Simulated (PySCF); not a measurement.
Species: C6H12Si.
Cartesian coordinates in Å at the PBE0-D3(BJ)/def2-SVP level; atoms count from 1:
```
atom  x, y, z in Å
C1     3.519    0.042   -0.071
C2     2.426    0.578   -0.056
Si3    0.741    1.316   -0.024
C4    -0.570   -0.057    0.100
C5    -1.951    0.604    0.127
C6    -0.449   -0.978   -1.117
C7    -0.341   -0.854    1.386
H8     4.489   -0.423   -0.086
H9     0.649    2.236    1.151
H10    0.549    2.111   -1.276
H11   -2.145    1.191   -0.785
H12   -2.068    1.276    0.993
H13   -2.741   -0.164    0.198
H14   -1.203   -1.783   -1.062
H15   -0.614   -0.434   -2.061
H16    0.543   -1.453   -1.170
H17    0.653   -1.328    1.400
H18   -1.095   -1.655    1.478
H19   -0.424   -0.219    2.283
```

Level: PBE0/pcSseg-1 and CAM-B3LYP/def2-SVPD in PySCF, non-relativistic, on one gas-phase PBE0-D3(BJ)/def2-SVP geometry that isn't relaxed in the solvent. The solvent is an IEF-PCM continuum (van der Waals radii × 1.2). The model holds no explicit solvent molecules, cavitation or dispersion.

Gas phase at PBE0/pcSseg-1: HOMO -7.73 eV, LUMO 0.00 eV, dipole 0.83 D.

**Question.** What does the continuum do to the energy, the frontier levels and the dipole at PBE0/pcSseg-1 in benzene and chloroform?

**Answer.** 
```tsv
solvent	ε	E(solvent) − E(gas) (kcal/mol)	polarisation term (kcal/mol)	distortion of the solute (kcal/mol)	HOMO (eV)	LUMO (eV)	dipole (D)
benzene	2.271	-1.28	-1.33	0.05	-7.70	0.00	0.92
chloroform	4.711	-2.05	-2.21	0.16	-7.70	-0.02	0.98
```

The polarisation term is half the interaction of the solute with the surface charges that it induces; the rest is the cost of distorting the solute's density. The sum is the electrostatic part of solvation alone. From benzene to chloroform the lowering changes by a factor 1.61, Onsager's factor (ε − 1)/(2ε + 1) by 1.55 and ε itself by 2.1.

**Question.** Give the dipole vector in the frame of the coordinates (D, pointing from negative to positive charge), gas and chloroform.

**Answer.** Gas (-0.26, -0.78, 0.05), solvent (-0.39, -0.90, 0.06). Its length changes by +18 % and its direction by 5°.

**Question.** Which Hirshfeld charges (PBE0/pcSseg-1) respond most in benzene (means over atoms taken as equivalent)?

**Answer.** 
```
   atoms                  environment  gas (e)  solvent (e)  change
      C2                alkyne carbon   -0.150       -0.156  -0.006
      H8              alkyne hydrogen   +0.100       +0.106  +0.006
      C1       terminal alkyne carbon   -0.085       -0.087  -0.002
     Si3                 SiH2 silicon   +0.344       +0.343  -0.001
      C4  sp3 carbon bound to silicon   -0.053       -0.052  +0.001
H11 (×9)              methyl hydrogen   +0.038       +0.038   0.000
  H9/H10                Si–H hydrogen   -0.074       -0.075  -0.001
C5/C6/C7                methyl carbon   -0.116       -0.116   0.000
```

**Question.** Which Mayer bond orders change most in benzene?

**Answer.** 
```tsv
bond	length (Å)	gas	solvent	change
C1–C2	1.218	2.552	2.540	-0.012
C1–H8	1.076	1.072	1.075	+0.003
Si3–C4	1.902	0.866	0.868	+0.002
C2–Si3	1.840	0.913	0.912	-0.001
C5–H11	1.102	0.960	0.959	-0.001
C5–H12	1.102	0.960	0.959	-0.001
C6–H15	1.102	0.960	0.959	-0.001
C7–H19	1.102	0.960	0.959	-0.001
```

Gas phase at CAM-B3LYP/def2-SVPD: HOMO -9.05 eV, LUMO 0.98 eV, dipole 0.77 D.

**Question.** What does the continuum do to the energy, the frontier levels and the dipole at CAM-B3LYP/def2-SVPD in benzene?

**Answer.** 
| solvent | ε | E(solvent) − E(gas) (kcal/mol) | polarisation term (kcal/mol) | distortion of the solute (kcal/mol) | HOMO (eV) | LUMO (eV) | dipole (D) |
| --- | --- | --- | --- | --- | --- | --- | --- |
| benzene | 2.271 | -1.19 | -1.25 | 0.06 | -9.00 | 1.02 | 0.88 |

**Question.** How does the static polarisability (CAM-B3LYP/def2-SVPD, frozen core, with the continuum's full static response) change?

**Answer.** 
```
 medium  isotropic (au)  principal values (au)  ⟨r²⟩ of the electrons (bohr²)
    gas            98.0      85.3, 91.5, 117.0                         1100.2
benzene           112.2     98.2, 105.3, 133.2                         1099.8
```

The isotropic value in benzene is 1.15 times the gas-phase one; no cavity-field correction is applied. ⟨r²⟩ is taken about the centre of nuclear charge.

The run took 25 s wall on one thread of an Arm Neoverse V1, no GPU, shared host with 32 logical CPUs at a one-minute load of 19, and the process peaked at 1.2 GiB of memory. This is the whole shielding run at PBE0/pcSseg-1 in chloroform, SCF included.
